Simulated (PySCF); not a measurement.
C3H5N3S.
Structure used (GFN2-xTB), in Å, numbered top down from 1:
```
atom  x, y, z in Å
C1    -2.1504    0.7177   -0.0371
S2    -1.3538   -0.1369    1.3513
C3     0.2481   -0.2873    0.7020
C4     1.3790   -0.8767    1.3065
N5     2.3867   -0.7728    0.4637
N6     1.8882   -0.1578   -0.5828
N7     0.6088    0.1581   -0.4966
H8    -1.6465    1.6639   -0.2055
H9    -3.1853    0.8767    0.2468
H10   -2.0846    0.0921   -0.9212
H11    1.4713   -1.3386    2.2651
H12    2.4397    0.0610   -1.3975
```

Level of theory: TDDFT PBE0/def2-SVPD, vertical, gas phase, core orbitals frozen in the response (PySCF).

```json
{"state": "S1", "E (eV)": "5.28", "E (hartree)": "0.1940", "f": "0.069", "|μ| (D)": "1.85", "symmetry": "A′", "main configurations (H = HOMO, L = LUMO)": "H→L (97%)"}
{"state": "S2", "E (eV)": "5.30", "E (hartree)": "0.1948", "f": "0.0000", "|μ| (D)": "0.03", "symmetry": "–", "main configurations (H = HOMO, L = LUMO)": "H→L+1 (94%)"}
{"state": "S3", "E (eV)": "6.12", "E (hartree)": "0.2247", "f": "0.017", "|μ| (D)": "0.87", "symmetry": "A″", "main configurations (H = HOMO, L = LUMO)": "H→L+2 (74%), H→L+3 (23%)"}
{"state": "S4", "E (eV)": "6.34", "E (hartree)": "0.2330", "f": "0.0017", "|μ| (D)": "0.26", "symmetry": "–", "main configurations (H = HOMO, L = LUMO)": "H→L+3 (75%), H→L+2 (23%)"}
{"state": "S5", "E (eV)": "6.39", "E (hartree)": "0.2348", "f": "0.172", "|μ| (D)": "2.66", "symmetry": "A′", "main configurations (H = HOMO, L = LUMO)": "H→L+4 (96%)"}
{"state": "S6", "E (eV)": "6.44", "E (hartree)": "0.2368", "f": "0.0003", "|μ| (D)": "0.10", "symmetry": "–", "main configurations (H = HOMO, L = LUMO)": "H-2→L (99%)"}
{"state": "S7", "E (eV)": "7.01", "E (hartree)": "0.2576", "f": "0.0012", "|μ| (D)": "0.21", "symmetry": "–", "main configurations (H = HOMO, L = LUMO)": "H→L+5 (93%)"}
{"state": "S8", "E (eV)": "7.24", "E (hartree)": "0.2660", "f": "0.0009", "|μ| (D)": "0.18", "symmetry": "–", "main configurations (H = HOMO, L = LUMO)": "H→L+7 (76%), H→L+8 (13%)"}
```

Triplets (Tamm–Dancoff): T1 4.14 eV, H→L (90%); T2 4.90 eV, H→L+1 (89%); T3 5.01 eV, H-1→L (66%), H→L+4 (22%).

The lowest singlet comes at 235 nm (509 kJ/mol) in the ultraviolet; it is of moderate strength; its leading configuration is HOMO→LUMO (97%). The most intense listed level is S5 at 6.39 eV (194 nm, f = 0.172), 1.11 eV above S1. Löwdin shares by element: HOMO sulfur 51%, nitrogen 18% or more, carbon 11% or more (atoms not listed hold the other 21%); LUMO nitrogen 71%, carbon 12% or more (atoms not listed hold the other 17%). The oscillator strengths of these states sum to 0.262; summed over the whole spectrum of an exact calculation they would give the number of electrons, 60 (Thomas–Reiche–Kuhn). Of the 8 states listed, 3 reach f = 0.01 and 2 stay under 0.0005. Weighted by f, the mean energy of these states is 6.09 eV. Symmetry labels in Cs follow from the direction of the transition dipole and are given only for states with f of 0.002 or more. The window holds the lowest 8 singlets.

On Intel Xeon 6975P-C, one thread, on a shared host, this took 22 s wall (grids of density and orbitals included) and 0.74 GiB of memory at its peak.

One conformer stands for the species.
